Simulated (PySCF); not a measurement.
C₂H₆GeO₂, SMILES [CH3][Ge@@H]([OH])[CH]=O. Heavy atoms are numbered as in [CH3:1][Ge@@H:2]([OH:3])[CH:4]=[O:5]. Hydrogens are named by the atom that carries them.

The structure is a stationary point at PBE-D3(BJ)/def2-SVP. The structure was generated by enumeration; whether it is a known compound was not checked. The values are those of a single conformer.

These are HF/pcSseg-1 run with PySCF values and carry that method's errors.

GIAO shieldings, no solvent; atoms alike by connectivity are averaged. δ = σ(ref) − σ: ¹³C against TMS (σ = 192.6 ppm); ⁷³Ge against GeH4 (σ = 1776.1 ppm); ¹⁷O against H2O (σ = 333.0 ppm); ¹H against TMS (σ = 31.99 ppm), references at their B3LYP-D3(BJ)/def2-TZVP geometries, non-relativistic.

Computed chemical shifts:
```tsv
nucleus	atoms	count	δ (ppm)
¹³C	C4 (CH)	1	249.7
¹³C	C1 (CH3)	1	0.0
⁷³Ge	Ge2 (GeH)	1	240.3
¹⁷O	O5	1	929.6
¹⁷O	O3 (OH)	1	-25.7
¹H	H on C4	1	12.01
¹H	H on Ge2	1	5.30
¹H	H on O3	1	3.37
¹H	H on C1	3	1.11
```
